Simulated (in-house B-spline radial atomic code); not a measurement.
HSE06 excitations of S6+

Method: HSE06. Computed with an all-electron radial atomic-structure program (B-spline basis): linear response of the closed shell [He] 2s2 2p6 with the functional's adiabatic kernel; non-relativistic, point nucleus, no spin-orbit coupling, no double excitations, S, P, D and F terms only. Only terms of natural parity with L up to 3 were computed.

Command:
```bash
python run_td.py task.json out
```
Settings (radii: box in bohr, nucleus in fm):
```
Z                        16
electrons                10
configuration            [He] 2s2 2p6
hamiltonian              nr
method                   hse06
box_radius               14.35
intervals                50
```

Time taken, with all properties: 0.4 s on 1 thread of Arm Neoverse N1, with other jobs on the host.

The lowest states, in the order of their Tamm-Dancoff energies; the method's threshold (minus the highest occupied level) is 264.08 eV. Labels give the largest channel, * marks a mixed state, and oscillator strengths are full-response dipole values. Semilocal kernels can invert the small singlet-triplet splittings of Rydberg terms. Energies in eV:

```json
{"state": "2p → 3s 3P", "full response": "?", "Tamm-Dancoff": "?", "oscillator strength": "-"}
{"state": "2p → 3s 1P", "full response": "166.60", "Tamm-Dancoff": "166.62", "oscillator strength": "0.209"}
{"state": "2p → 3p 3S", "full response": "176.96", "Tamm-Dancoff": "177.01", "oscillator strength": "-"}
{"state": "2p → 3p 3D", "full response": "178.36", "Tamm-Dancoff": "178.38", "oscillator strength": "-"}
{"state": "2p → 3p 1D", "full response": "179.45", "Tamm-Dancoff": "179.45", "oscillator strength": "-"}
{"state": "2p → 3p 1S", "full response": "186.63", "Tamm-Dancoff": "187.19", "oscillator strength": "-"}
{"state": "2p → 3d 3P", "full response": "?", "Tamm-Dancoff": "?", "oscillator strength": "-"}
{"state": "2p → 3d 3F", "full response": "196.37", "Tamm-Dancoff": "196.39", "oscillator strength": "-"}
{"state": "2p → 3d 1F", "full response": "197.14", "Tamm-Dancoff": "197.15", "oscillator strength": "-"}
{"state": "2p → 3d 1P", "full response": "200.05", "Tamm-Dancoff": "200.19", "oscillator strength": "1.45"}
{"state": "2p → 4s 3P", "full response": "217.31", "Tamm-Dancoff": "217.31", "oscillator strength": "-"}
{"state": "2p → 4s 1P", "full response": "217.71", "Tamm-Dancoff": "217.72", "oscillator strength": "0.0364"}
```

Where does 2p → 3d 3P lie?

At 195.99 eV in full response, 196.00 eV in Tamm-Dancoff.

Where does 2p → 3s 3P lie?

At 165.21 eV in full response, 165.23 eV in Tamm-Dancoff.

How large is the singlet-triplet splitting of 2p → 3s (P terms) in Tamm-Dancoff?

1.4 eV, from the unrounded values.

What polarisabilities and dispersion coefficient does the method give?

Dipole 0.07431 bohr³, quadrupole 0.03147 bohr⁵, C6 0.03783 hartree·bohr⁶ for two such species.
